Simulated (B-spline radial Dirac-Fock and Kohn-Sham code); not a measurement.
# Elastic and transport cross sections of cadmium for electrons

These are calculated numbers from a radial finite-basis atomic code; the model is relativistic (Dirac) partial waves in the static field of the Dirac-Fock atom with Furness-McCarthy exchange, without polarisation or absorption potentials. σ_tr1 and σ_tr2 weight the cross section with 1 − P₁ and 1 − P₂ of cos θ; "backward" is the share scattered beyond 90°.

```tsv
energy (eV)	σ (a₀²)	σ_tr1 (a₀²)	σ_tr2 (a₀²)	σ/σ_tr1	backward (%)
500	11.3	3.83	3.31	2.96	16
576	?	?	?	?	?
731	9.48	2.68	2.34	3.53	13
756	9.33	2.59	2.28	3.60	12
871	8.73	2.23	2.02	3.91	11
940	8.42	2.05	1.89	4.10	10
1000	8.18	1.92	1.80	4.27	9.6
1130	7.72	1.67	1.62	4.63	8.6
1140	7.69	1.65	1.61	4.66	8.5
1150	7.66	1.63	1.60	4.69	8.5
1500	6.74	1.19	1.27	5.68	6.7
1610	6.51	1.09	1.20	5.99	6.3
```

Q: Fill in the row for 576 eV.

A: σ = 10.6 a₀², σ_tr1 = 3.38 a₀², σ_tr2 = 2.90 a₀², σ/σ_tr1 = 3.14, backward 15 %. The ratio σ/σ_tr1 is roughly the number of elastic collisions that randomise the direction.
